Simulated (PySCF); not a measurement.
## Correlation energy of Zn⁺ (zinc, charge +1)

[Ar] 3d10 4s1, 2S determinant. Calculation: PySCF 2.14, in pcseg-2 (6s4p3d2f1g, 56 functions); no relativity, point nucleus. Frozen: [Ar]; 11 electrons correlated.

MP2 pair energies summed by pair of shells (mhartree):

| pair | energy | share (%) |
| --- | --- | --- |
| 3d-3d | -356.85 | 93.0 |
| 3d-4s | -26.71 | 7.0 |

Total MP2 correlation energy: -383.56 mhartree.

Same-spin part -144.07 and opposite-spin part -239.49 mhartree; SCS-MP2 scales them by 1/3 and 6/5 to -335.41 mhartree.
